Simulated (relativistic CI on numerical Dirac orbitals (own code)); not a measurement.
## Ag⁸⁺: computed level list

Method of calculation: Dirac-Coulomb-Breit CI, KLI orbitals optimised for each configuration, model QED (radiative potential, 1s self-energy scaled to tabulated hydrogen-like ionisation energies), unscaled Slater integrals (own radial code, finite nucleus).

Configurations in the expansion (outside the closed core [Ar] 3d10): 4s2 4p6 4d3, 4s2 4p6 4d2 4f, 4s2 4p5 4d4, 4s2 4p6 4d2 5s, 4s2 4p6 4d2 5p, 4s 4p6 4d4, 4s2 4p6 4d 5s 5p, 4s2 4p6 4d2 5d, 4s2 4p6 4d 4f 5s, 4s2 4p6 4d2 6s, 4s2 4p6 4d 4f2, 4s2 4p6 4f3, 4s2 4p6 4f2 5s, 4s2 4p6 4f2 5p, 4s2 4p6 4f2 5d, 4s2 4p6 4d 5s2, 4s2 4p6 4f 5s2, 4s2 4p6 5s2 5p, 4s2 4p6 5s2 5d, 4s2 4p6 4d 5p2, 4s2 4p6 4f 5p2, 4s2 4p6 5s 5p2, 4s2 4p6 5p3, 4s2 4p6 5p2 5d, 4s2 4p6 4d 4f 5p, 4s2 4p6 4f 5s 5p, 4s2 4p6 4f 5p 5d, 4p6 4d5, 4p5 4d6. Double excitations out of closed p, d and f shells are left out; levels of such configurations are missing from the list, as are those of other unlisted configurations, and high levels can miss mixing partners. These lack a partner that the ground configuration has and come out too high: 4s2 4p6 4d2 6s.

The lowest level is 4s2 4p6 4d3 4F_3/2, with 95 % of that term; Hund's rules for 4s2 4p6 4d3 give 4F with J = 3/2, in agreement.

```tsv
No.	Configuration	Term	J	E (cm⁻¹)	%	Landé g	jj configuration (%)
1	4s2 4p6 4d3	4F	3/2	0	95	0.416	4d3/2^3 (51)
2	4s2 4p6 4d3	4F	5/2	3006	98	1.030	4d3/2^2 4d5/2 (84)
3	4s2 4p6 4d3	4F	7/2	6398	98	1.232	4d3/2 4d5/2^2 (68)
4	4s2 4p6 4d3	4F	9/2	9824	93	1.319	4d3/2 4d5/2^2 (51)
5	4s2 4p6 4d3	4P	3/2	18581	72	1.583	4d3/2^2 4d5/2 (64)
6	4s2 4p6 4d3	4P	1/2	19168	89	2.460	4d3/2^2 4d5/2 (83)
7	4s2 4p6 4d3	4P	5/2	23553	96	1.588	4d3/2 4d5/2^2 (64)
8	4s2 4p6 4d3	2G	7/2	24417	97	0.897	4d3/2 4d5/2^2 (52)
9	4s2 4p6 4d3	2G	9/2	26144	62	1.056	4d3/2^2 4d5/2 (71)
10	4s2 4p6 4d3	2D	3/2	28276	55	1.101	4d3/2 4d5/2^2 (80)
11	4s2 4p6 4d3	2P	1/2	30483	89	0.875	4d3/2 4d5/2^2 (83)
12	4s2 4p6 4d3	2D	5/2	34637	95	1.206	4d3/2 4d5/2^2 (58)
13	4s2 4p6 4d3	2H	11/2	35462	100	1.090	4d3/2 4d5/2^2 (100)
14	4s2 4p6 4d3	2H	9/2	35524	67	0.977	4d5/2^3 (47)
15	4s2 4p6 4d3	2P	3/2	38006	59	1.164	4d5/2^3 (85)
16	4s2 4p6 4d3	2F	7/2	48823	98	1.140	4d3/2 4d5/2^2 (79)
17	4s2 4p6 4d3	2F	5/2	49464	96	0.869	4d3/2 4d5/2^2 (49)
18	4s2 4p6 4d3	2D	5/2	73367	95	1.191	4d5/2^3 (45)
19	4s2 4p6 4d3	2D	3/2	74031	99	0.800	4d3/2 4d5/2^2 (87)
20	4d2(3F) 5s	4F	3/2	331402	96	0.411	4d3/2^2 5s (82)
21	4d2(3F) 5s	4F	5/2	333494	90	1.022	4d3/2^2 5s (59)
22	4d2(3F) 5s	4F	7/2	337452	96	1.234	4d3/2 4d5/2 5s (92)
23	4d2(3F) 5s	4F	9/2	341961	98	1.330	4d5/2^2 5s (69)
24	4d2(3F) 5s	2F	5/2	343715	87	0.887	4d3/2 4d5/2 5s (71)
25	4d2(3F) 5s	2F	7/2	350572	93	1.138	4d5/2^2 5s (56)
26	4d2(3P) 5s	4P	1/2	352008	96	2.633	4d3/2^2 5s (57)
27	4d2(3P) 5s	4P	5/2	353143	56	1.412	4d3/2 4d5/2 5s (89)
28	4d2(3P) 5s	4P	3/2	353540	82	1.565	4d3/2 4d5/2 5s (94)
29	4d2(1D) 5s	2D	3/2	356631	65	1.027	4d3/2 4d5/2 5s (65)
30	4d2(1D) 5s	2D	5/2	361366	54	1.365	4d5/2^2 5s (98)
31	4d2(3P) 5s	2P	1/2	362417	97	0.707	4d3/2 4d5/2 5s (76)
32	4d2(1G) 5s	2G	9/2	366490	98	1.114	4d3/2 4d5/2 5s (69)
33	4d2(1G) 5s	2G	7/2	366769	96	0.896	4d3/2 4d5/2 5s (64)
34	4d2(3P) 5s	2P	3/2	367298	83	1.261	4d5/2^2 5s (75)
35	4d2(1S) 5s	2S	1/2	400438	96	1.997	4d5/2^2 5s (74)
36	4p5 4d4(5D)	6D°	7/2	415299	85	1.572	4p3/2^3 4d3/2^2 4d5/2^2 (54)
37	4p5 4d4(5D)	6D°	9/2	415930	88	1.539	4p3/2^3 4d3/2^2 4d5/2^2 (40)
38	4p5 4d4(5D)	6D°	5/2	416443	83	1.644	4p3/2^3 4d3/2^3 4d5/2 (41)
39	4p5 4d4(5D)	6D°	3/2	418880	83	1.851	4p3/2^3 4d3/2^2 4d5/2^2 (38)
40	4p5 4d4(5D)	6D°	1/2	421913	88	3.189	4p3/2^3 4d3/2^3 4d5/2 (36)
41	4d2(3F) 5p	4G°	5/2	427799	75	0.650	4d3/2^2 5p1/2 (86)
42	4d2(3F) 5p	4F°	3/2	432402	66	0.565	4d3/2^2 5p1/2 (71)
43	4d2(3F) 5p	4G°	7/2	434202	80	1.014	4d3/2 4d5/2 5p1/2 (86)
44	4d2(3F) 5p	4F°	5/2	436598	60	1.091	4d3/2 4d5/2 5p1/2 (88)
45	4p5 4d4(5D)	6F°	11/2	437182	95	1.445	4p3/2^3 4d3/2^2 4d5/2^2 (39)
46	4d2(3F) 5p	4G°	9/2	440622	65	1.195	4d5/2^2 5p1/2 (50)
47	4p5 4d4(3H)	4G°	5/2	441469	52	0.622	4p3/2^3 4d3/2^2 4d5/2^2 (22)
48	4d2(3F) 5p	2F°	5/2	442069	28	0.899	4d3/2^2 5p3/2 (56)
49	4d2(3F) 5p	4D°	1/2	442080	87	0.117	4d3/2^2 5p3/2 (58)
50	4d2(3F) 5p	4F°	7/2	442114	64	1.241	4d5/2^2 5p1/2 (44)
51	4d2(3F) 5p	4D°	3/2	442835	41	0.926	4d3/2^2 5p3/2 (78)
52	4p5 4d4(3H)	4G°	7/2	443217	54	1.005	4p3/2^3 4d3/2^2 4d5/2^2 (38)
53	4p5 4d4(5D)	6F°	9/2	443373	48	1.342	4p3/2^3 4d3/2^2 4d5/2^2 (34)
54	4p5 4d4(3P)	4S°	3/2	443436	40	1.872	4p3/2^3 4d3/2^2 4d5/2^2 (34)
55	4d2(3F) 5p	4D°	7/2	445372	34	1.212	4d3/2^2 5p3/2 (33)
56	4d2(3F) 5p	2D°	3/2	445398	34	1.063	4d3/2 4d5/2 5p1/2 (38)
57	4p5 4d4(3F)	4D°	5/2	446046	46	1.353	4p3/2^3 4d3/2^2 4d5/2^2 (58)
58	4p5 4d4(3F)	4D°	3/2	446108	30	1.104	4p3/2^3 4d3/2 4d5/2^3 (27)
59	4p5 4d4(3F)	4D°	1/2	446149	77	0.070	4p3/2^3 4d3/2^2 4d5/2^2 (50)
60	4p5 4d4(3F)	4D°	7/2	446246	39	1.396	4p3/2^3 4d3/2^2 4d5/2^2 (43)
61	4p5 4d4(3H)	4G°	9/2	446420	38	1.244	4p3/2^3 4d3/2^2 4d5/2^2 (34)
62	4d2(3F) 5p	4D°	5/2	446700	70	1.278	4d3/2 4d5/2 5p3/2 (45)
63	4d2(3P) 5p	2S°	1/2	446753	77	1.924	4d3/2 4d5/2 5p1/2 (53)
64	4d2(3F) 5p	4F°	9/2	447150	47	1.241	4d3/2 4d5/2 5p3/2 (78)
65	4p5 4d4(3G)	4F°	7/2	448104	23	1.193	4p3/2^3 4d3/2^3 4d5/2 (43)
66	4p5 4d4(3H)	4G°	11/2	448543	50	1.266	4p3/2^3 4d3/2 4d5/2^3 (23)
67	4p5 4d4(3G)	4F°	3/2	449365	52	0.819	4p3/2^3 4d3/2^2 4d5/2^2 (34)
68	4p5 4d4(3G)	4F°	5/2	450003	47	1.145	4p3/2^3 4d3/2^2 4d5/2^2 (40)
69	4p5 4d4(5D)	6P°	3/2	450315	41	1.866	4p3/2^3 4d3/2^2 4d5/2^2 (40)
70	4d2(3F) 5p	2D°	5/2	450664	44	1.060	4d3/2 4d5/2 5p3/2 (49)
```

Energies count from the lowest computed level; ° marks odd parity. Percentages are summed over parent terms; the parents shown are those of the largest component, closed shells are left out there. Filled j subshells are mostly left out of the jj labels.

The mean weight of the leading LS term, summed over parents, in these 70 levels is 72 %, and that of the leading jj configuration (from the same eigenvectors) 60 %, so LS coupling describes them better.

At this charge configurations can still be misplaced by up to about 7 % of their energy. Terms inside the open d or f shell come out 10 to 20 % too wide with unscaled integrals.

Landé's interval rule says that E(J) − E(J−1) = AJ with one A. For the ground term the intervals give A = 1202.3, 969.1, 761.5 cm⁻¹ for J = 5/2, 7/2, 9/2; the multiplet is regular.

LS names give the leading component of a level, which can be under half, so a name can repeat, a term be missing and a line seem to break the LS rules.
